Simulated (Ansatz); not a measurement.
Computed with Ansatz on PBE0-D4/def2-TZVP structures; ΔE is electronic, products minus reactants. CCSD(T)/CBS adds triple-zeta CCSD(T) − MP2 to the extrapolated MP2 energy (def2 sets, frozen cores). Functionals use def2-TZVPP. Elements past krypton have def2 core potentials. For Sn outer-core shells are correlated without core-valence functions, which leaves a few kJ/mol of doubt a bond. One conformer a species, not always the lowest.

`[SiH3][SiH2][O][SnH3]` + `OCBCl` → `OCB[SiH3]` + `Cl[SiH2][O][SnH3]`  (redistribution)

`[SiH3][SiH2][O][SnH3]`:

Z-matrix (Å, degrees):
```
Si
Si 1 2.342
H 1 1.489 2 111.0
H 1 1.489 2 111.0 3 -120.6
H 1 1.490 2 109.8 3 119.7
O 2 1.632 1 109.1 3 60.3
H 2 1.496 1 109.6 3 -61.7
H 2 1.496 1 109.6 3 -177.7
Sn 6 1.965 2 135.8 1 180.0
H 9 1.699 6 103.8 2 -179.8
H 9 1.704 6 106.6 2 60.4
H 9 1.704 6 106.6 2 -60.0
```

`OCBCl`:

```xyz
8

O     1.359   -0.808   -0.009
C     0.299   -0.099   -0.598
B    -0.834    0.451    0.304
Cl   -0.779    0.196    2.034
H     1.212   -0.836    0.942
H    -0.187   -0.722   -1.369
H     0.691    0.763   -1.166
H    -1.760    1.055   -0.139
```

`OCB[SiH3]`:

Z-matrix (Å, degrees):
```
C
B 1 1.547
O 1 1.411 2 114.8
H 1 1.107 2 106.8 3 -124.9
H 1 1.108 2 106.8 3 124.9
Si 2 2.017 1 120.7 3 -179.9
H 2 1.197 1 120.1 3 0.0
H 3 0.960 1 108.9 2 -179.9
H 6 1.491 2 109.9 1 -121.8
H 6 1.491 2 113.8 1 -0.7
H 6 1.491 2 109.7 1 120.2
```

`Cl[SiH2][O][SnH3]`:

Z-matrix (Å, degrees):
```
Si
O 1 1.609
Cl 1 2.072 2 109.9
H 1 1.481 2 111.3 3 117.7
H 1 1.481 2 111.5 3 -117.6
Sn 2 1.976 1 135.2 3 3.8
H 6 1.700 2 102.5 1 177.6
H 6 1.700 2 106.6 1 -63.2
H 6 1.701 2 106.7 1 58.4
```

CCSD(T)/CBS gives -2.0 kJ/mol.

Q: Another level gave -0.3 kJ/mol. Which?
A. HF/def2-TZVPP
B. MP2/def2-TZVPP
C. PBE/def2-TZVPP
D. PBE0-D4/def2-TZVPP

A: B. MP2/def2-TZVPP -0.3, PBE 10.9, PBE0-D4 5.9, HF/def2-TZVPP -12.3 kJ/mol.

Largest T1 diagnostic among the species: 0.014.

From PBE to PBE0 (25 % exact exchange), in def2-TZVPP and without D4, ΔE moves by −4.9 kJ/mol. In def2-TZVPP, CCSD(T) changes the Hartree–Fock value by +14.2 kJ/mol (the triples alone add +3.0 kJ/mol) and MP2 by +12.0 kJ/mol.
